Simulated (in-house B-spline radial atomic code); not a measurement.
Ionising Cr IX (Cr8+) with different functionals

Computed with a radial B-spline atomic code at the basis-set limit: non-relativistic Hamiltonian, point nucleus, spin-polarised at highest spin, spherical fractional occupations for the functionals, and exact exchange of hybrids averaged over the configuration. The ionisation energy is the difference of two self-consistent energies, [Ne] 3s2 3p4 → [Ne] 3s2 3p3, without Breit or QED terms; ε is the level of the shell that loses the electron (its least bound occupied spin orbital).

```csv
method,rung,ΔSCF (eV),-ε(3p) (eV)
PBE0,global hybrid,208.87,199.90
B3LYP,global hybrid,209.13,199.37
TPSSh,global hybrid,208.72,197.96
M06-2X,global hybrid,?,?
BHandHLYP,global hybrid,208.83,202.96
r2SCAN0,global hybrid,?,?
B97-1,global hybrid,208.93,199.44
HSE06,range-separated hybrid,208.91,199.47
wB97X,range-separated hybrid,208.91,202.38
CAM-B3LYP,range-separated hybrid,209.06,201.36
LC-wPBE,range-separated hybrid,209.10,202.49
```

(1) What does r2SCAN0 give?

(2) What does M06-2X give?

(3) Among the functionals, which spreads more, the ΔSCF values or the orbital energies?

(4) How do they compare with the NIST value?

## Answers

(1) ΔSCF 208.35 eV, and -ε(3p) = 199.71 eV.

(2) ΔSCF 209.43 eV, and -ε(3p) = 203.95 eV.

(3) The orbital energies: ΔSCF values span about 1.08 eV and the orbital energies 6.00 eV; here energy differences depend much less on the functional than eigenvalues do.

(4) NIST lists 209.5 eV ± 0.3 (semi-empirical, ground level to ground level). Errors run from -1.15 to -0.07 eV; M06-2X is closest (-0.07 eV), though others lie within the uncertainty of it, and part of that can be cancellation, since the calculations leave out relativity, Breit-QED terms, multiplet and fine-structure energies.
